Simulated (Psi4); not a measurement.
CH5AlO3, singlet, at a GFN2-xTB geometry (such geometries of metal compounds can be far from the true shape); B3LYP/cc-pV(D+d)Z (Psi4).

Here is a job for Psi4.
```
memory 2 GB

molecule {
0 1
  Al    0.11854777    0.42161368    0.30177496
  O     1.18262766    1.66730739    0.03934276
  H     1.77979529    1.89464051   -0.66005521
  O    -0.78946287    0.35064854    1.68672576
  H    -0.89551529    0.87320786    2.46975913
  O    -0.00976476   -0.75176341   -0.86403699
  C    -0.56274936   -1.93644620   -1.35650204
  H    -1.05562774   -1.73477466   -2.31177638
  H     0.23434249   -2.66858309   -1.51388606
  H    -1.29481981   -2.35633143   -0.66435589
}

set basis cc-pv(d+d)z

energy('b3lyp')
print_variables()
```

**Question.** What does Psi4 print? Leave out banner, timings and long lists.

**Answer.** 
```
   => Loading Basis Set <=

    Name: CC-PV(D+D)Z
    Role: ORBITAL
    Keyword: BASIS

         ---------------------------------------------------------
                                   SCF
               by Justin Turney, Rob Parrish, Andy Simmonett
                          and Daniel G. A. Smith
                              RKS Reference
         ---------------------------------------------------------

  ==> Geometry <==

    Molecular point group: c1
    Full point group: C1

    Geometry (in Angstrom), charge = 0, multiplicity = 1:

       Center              X                  Y                   Z               Mass
    ------------   -----------------  -----------------  -----------------  -----------------
         AL           0.104020411732     0.374138258453     0.269699008441    26.981538530000
         O            1.168100301732     1.619831968453     0.007266808441    15.994914619570
         H            1.765267931732     1.847165088453    -0.692131161559     1.007825032230
         O           -0.803990228268     0.303173118453     1.654649808441    15.994914619570
         H           -0.910042648268     0.825732438453     2.437683178441     1.007825032230
         O           -0.024292118268    -0.799238831547    -0.896112941559    15.994914619570
         C           -0.577276718268    -1.983921621547    -1.388577991559    12.000000000000
         H           -1.070155098268    -1.782250081547    -2.343852331559     1.007825032230
         H            0.219815131732    -2.716058511547    -1.545962011559     1.007825032230
         H           -1.309347168268    -2.403806851547    -0.696431841559     1.007825032230

  Running in c1 symmetry.

  Rotational constants: A =      0.21280  B =      0.08984  C =      0.06394 [cm^-1]
  Rotational constants: A =   6379.47912  B =   2693.32264  C =   1916.75780 [MHz]
  Nuclear repulsion =  228.720896567589421

  Charge       = 0
  Multiplicity = 1
  Electrons    = 48
  Nalpha       = 24
  Nbeta        = 24

  ==> Algorithm <==

  SCF Algorithm Type is DF.
  DIIS enabled.
  MOM disabled.
  Fractional occupation disabled.
  Guess Type is SAD.
  Energy threshold   = 1.00e-06
  Density threshold  = 1.00e-06
  Integral threshold = 1.00e-12

  ==> Primary Basis <==

  Basis Set: CC-PV(D+D)Z
    Blend: CC-PV(D+D)Z
    Number of shells: 48
    Number of basis functions: 104
    Number of Cartesian functions: 110
    Spherical Harmonics?: true
    Max angular momentum: 2

  ==> DFT Potential <==
[...]
   @DF-RKS iter   4:  -509.39631544872327   -4.13609e-03   6.93652e-04 DIIS/ADIIS
   @DF-RKS iter   5:  -509.39822428490055   -1.90884e-03   2.11785e-04 DIIS/ADIIS
   @DF-RKS iter   6:  -509.39839445865675   -1.70174e-04   5.85118e-05 DIIS
   @DF-RKS iter   7:  -509.39841066368280   -1.62050e-05   1.07011e-05 DIIS
   @DF-RKS iter   8:  -509.39841110508559   -4.41403e-07   1.85355e-06 DIIS
   @DF-RKS iter   9:  -509.39841111668181   -1.15962e-08   9.78141e-07 DIIS
  Energy and wave function converged.

  ==> Post-Iterations <==

   Electrons on quadrature grid:
      Ntotal   =   47.9999941895 ; deviation = -5.810e-06

    Orbital Energies [Eh]
    ---------------------

    Doubly Occupied:

[...]
    Virtual:

[...]
    Final Occupation by Irrep:
              A
    DOCC [    24 ]
    NA   [    24 ]
    NB   [    24 ]

  @DF-RKS Final Energy:  -509.39841111668181

   => Energetics <=

    Nuclear Repulsion Energy =            228.7208965675894206
    One-Electron Energy =               -1159.0317983867571456
    Two-Electron Energy =                 462.9132530571583857
    DFT Exchange-Correlation Energy =     -42.0007623546724673
    Empirical Dispersion Energy =           0.0000000000000000
    VV10 Nonlocal Energy =                  0.0000000000000000
    Total Energy =                       -509.3984111166818138

Computation Completed

Properties will be evaluated at   0.000000,   0.000000,   0.000000 [a0]

Properties computed using the SCF density matrix

 Multipole Moments:

 ------------------------------------------------------------------------------------
     Multipole            Electronic (a.u.)      Nuclear  (a.u.)        Total (a.u.)
 ------------------------------------------------------------------------------------

 L = 1.  Multiply by 2.5417464519 to convert [e a0] to [Debye]
 Dipole X            :          1.3818893           -1.3177309            0.0641584
 Dipole Y            :          4.3224689           -4.3063462            0.0161227
 Dipole Z            :          2.8246512           -2.9095085           -0.0848573
 Magnitude           :                                                    0.1075965

 ------------------------------------------------------------------------------------

  Variable Map:
  ----------------------------------------------------------------------------
[...]
  Array Variable Map:
  ----------------------------------------------------------------------------
[...]
[...]
```
